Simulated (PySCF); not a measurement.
## C7H18Si2: core ionisation energies

C7H18Si2.
Geometry (PBE0-D3(BJ)/def2-SVP, Å), atoms numbered from 1 in this order:
```
atom  x, y, z in Å
C1    -1.7264   -1.4886   -0.4615
C2    -1.2788   -0.0256   -0.3546
C3    -2.2234    0.6926    0.6132
C4    -1.3816    0.6306   -1.7339
C5     0.1676    0.0467    0.2009
C6     1.2565   -0.5770   -0.6925
C7     2.6307   -0.5997   -0.0097
Si8    3.0532    1.1686    0.5675
Si9    0.8010    1.7768    0.7541
H10   -1.6668   -1.9929    0.5163
H11   -2.7707   -1.5499   -0.8074
H12   -1.1118   -2.0577   -1.1744
H13   -3.2701    0.5943    0.2845
H14   -2.1481    0.2721    1.6290
H15   -1.9988    1.7699    0.6773
H16   -0.7782    0.0993   -2.4847
H17   -1.0473    1.6794   -1.7097
H18   -2.4257    0.6219   -2.0848
H19    0.1689   -0.5262    1.1508
H20    0.9685   -1.6020   -0.9814
H21    1.3325   -0.0096   -1.6376
H22    2.5985   -1.2549    0.8782
H23    3.4036   -1.0106   -0.6782
H24    3.7892    1.9264   -0.4939
H25    3.8714    1.1981    1.8194
H26    0.3359    2.1456    2.1266
H27    0.4043    2.8773   -0.1810
```

Theory: PySCF, delta-SCF UKS SCAN, pcX-2 on the ionised atom, pcseg-1 elsewhere, spin-free X2C. Vertical ΔSCF values, vacuum level as zero.

What binding energy does each computed site have?

| atom(s) | environment | level | binding energy (eV) | 2p1/2 (eV) | above the level's lowest (eV) | count |
| --- | --- | --- | --- | --- | --- | --- |
| C1/C3/C4 | methyl carbon | C 1s | 290.17 | – | +0.48 | 3 |
| C2 | quaternary sp3 carbon | C 1s | 290.44 | – | +0.75 | 1 |
| C5 | sp3 carbon bound to silicon | C 1s | 289.69 | – | 0.00 | 1 |
| C6 | ring CH2 carbon | C 1s | 290.34 | – | +0.65 | 1 |
| C7 | sp3 carbon bound to silicon | C 1s | 289.89 | – | +0.20 | 1 |
| Si8 | SiH2 silicon | Si 2p3/2 | 105.90 | 106.52 | +0.10 | 1 |
| Si8 | SiH2 silicon | Si 1s | 1845.59 | – | +0.10 | 1 |
| Si9 | SiH2 silicon | Si 2p3/2 | 105.80 | 106.42 | 0.00 | 1 |
| Si9 | SiH2 silicon | Si 1s | 1845.49 | – | 0.00 | 1 |

The listed C 1s values span 0.75 eV, from C5 (bonded to 2 C, H and Si) to C2 (bonded to 4 C). The widest gap between neighbouring values is 0.28 eV, between 289.89 and 290.17 eV. Summing the Pauling electronegativity differences to the bonded atoms, each weighted by its formal bond order, gives -1.00 for the lowest site and 0.00 for the highest; no listed site has a larger sum than the highest. The smallest sum, -1.35, belongs to C7, 0.20 eV above the lowest.

The 2 Si 1s values lie within 0.10 eV of each other; Gaussian lines of 0.5 eV full width would blend them into one maximum.

The 2 Si 2p3/2 values lie within 0.10 eV of each other.

Which photon energy gives electrons from C 1s of C1/C3/C4 a kinetic energy of 20 eV, and what is their de Broglie wavelength?

hν = 290.17 + 20 = 310.17 eV, recoil neglected; λ = 12.264 Å/√(E/eV) = 2.74 Å.

Which photon wavelength matches the C 1s of C1/C3/C4 threshold?

λ = hc/E = 12398.42 eV Å / 290.17 eV = 42.728 Å.

Topologically equivalent atoms share the value of their first member; where this conformer doesn't relate them by symmetry, their own values could differ. For 2p shells one spin-free hole was relaxed; a mean-field spin–orbit operator and the ground-state splitting of the three 2p orbitals were then diagonalised within the shell. The shell's mean is (2 × 2p3/2 + 2p1/2)/3, and the degeneracies 2j + 1 give areas of 2:1. 2p1/2 minus 2p3/2 (ligand field included): Si 0.62 eV. Geometry: PBE0-D3(BJ)/def2-SVP, one conformer, isolated molecule.
